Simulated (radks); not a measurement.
Spherical quantum dot in the effective-mass picture: electrons in a well V = -V0 / (1 + exp((r - R)/a)) with V0 = 19.4, R = 3.41, a = 0.18, all in effective atomic units (hartree* = m*/eps^2 hartree, bohr* = eps/m* bohr), one dielectric constant everywhere. Calculated with a radial shooting solver with Libxc functionals: non-relativistic Kohn-Sham, PBE, spin-polarised, spherical densities. Levels are named by radial order and angular momentum (1s, 1p, 1d, 2s, ...), and open shells are averaged over m.

N = 13, configuration 1s2 1p6 1d(up 5, down 0). This is the lowest configuration that the search found. Occupied and some empty levels:

level,occupation,eigenvalue (hartree*),<r> (bohr*)
1s up,1,-13.819,2.056
1s down,1,-13.731,2.024
1p up,3,-13.526,2.199
1p down,3,-13.426,2.184
1d up,5,-13.061,2.311
1d down,0,-12.954,2.304
1f up,0,-12.452,2.402
1f down,0,-12.340,2.399
2s up,0,-12.333,1.578
2s down,0,-12.296,1.583
2p up,0,-11.546,1.822
2p down,0,-11.492,1.820

Energy (hartree*): total -206.757, kinetic 12.405, external -248.23, Hartree 34.744, exchange-correlation -5.6728.
